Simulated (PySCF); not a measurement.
## HBr: from constants to spectrum

RHF-CCSD(T) constants of HBr, ¹Σ⁺ (singlet), closed shell (PySCF, scalar-relativistic core potentials, basis sets H aug-cc-pVDZ, Br aug-cc-pVDZ-PP with ECP10; masses 1.0078 and 78.9183 u):

- ωe: 2657.4 cm⁻¹
- ωexe: 47.0 cm⁻¹
- Be: 8.3309 cm⁻¹
- αe: 0.227 cm⁻¹
- D (centrifugal): 0.000328 cm⁻¹
- De to H + Br: 3.86 eV

(1) Give the vibrational terms G(v) and spacings up to v = 6.

(2) How well does the Morse estimate ωe²/(4ωexe) reproduce De, and what is D0?

Measured values (Huber and Herzberg, Constants of Diatomic Molecules (1979)): ωe = 2648.975 cm⁻¹, ωexe = 45.2175 cm⁻¹, Be = 8.464884 cm⁻¹, αe = 0.23328 cm⁻¹.

Correlated steps freeze 4 core orbitals. Correlated levels converge slowly with the basis: in double zeta they bind strong bonds too weakly, by up to about 1 eV, and carry superposition errors of some tenths. Where the molecule has an RHF reference, its open-shell atoms are computed with UHF.

Answers

(1) G(v) = ωe(v+½) − ωexe(v+½)².

| v | G(v) (cm⁻¹) | G(v) − G(v−1) | Bv (cm⁻¹) |
| --- | --- | --- | --- |
| 0 | 1317 |  | 8.217 |
| 1 | 3880 | 2563 | 7.990 |
| 2 | 6350 | 2469 | 7.763 |
| 3 | 8725 | 2375 | 7.536 |
| 4 | 11007 | 2281 | 7.309 |
| 5 | 13194 | 2187 | 7.082 |
| 6 | 15287 | 2093 | 6.855 |

(2) It gives 4.66 eV, 121 % of the computed De. D0 = De − G(0) = 3.86 − 0.16 = 3.70 eV.
